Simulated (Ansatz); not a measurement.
Consider the ligand exchange at a B–C bond: `CCB(F)Br` + HCl → `FB(Cl)Br` + `CC`.

Calculated with Ansatz (gas phase, PBE0-D4/def2-TZVP geometries, no zero-point term in ΔE). CCSD(T)/CBS is the MP2 limit (def2-TZVPP, def2-QZVPP) plus CCSD(T) − MP2 in def2-TZVPP, frozen cores. This one scheme is used for every species. Functionals use def2-TZVPP. For Br outer-core shells are correlated without core-valence functions, which leaves a few kJ/mol of doubt a bond. Scalar relativity is left out up to krypton. Each species was taken in one conformer, which may not be the lowest.

```csv
species,LDA (SPW92) energy (Eh)
`CCB(F)Br`,-2773.03382
HCl,-459.31375
`FB(Cl)Br`,-3153.30621
`CC`,-79.06674
```

(1) Work out ΔE.

Largest T1 diagnostic among the species: 0.010.

## Answers

(1) ΔE = (-3153.30621) + (-79.06674) − (-2773.03382) − (-459.31375) = -0.02538 Eh = -66.6 kJ/mol. CCSD(T)/CBS gives -65.6 kJ/mol.

Leaving LDA and LC-ωPBE aside and taking each functional with its dispersion term where it has one, the values, not all of them listed here, spread over 5.8 kJ/mol, from B97M-V to ωB97X-V. LDA lies +6.7 kJ/mol from PBE without D4. From BLYP to BHLYP (50 % exact exchange), in def2-TZVPP and without D4, ΔE moves by +5.1 kJ/mol. At CCSD(T), def2-SVP lies −13.4 kJ/mol from the extrapolated value and def2-TZVPP −0.8 kJ/mol.
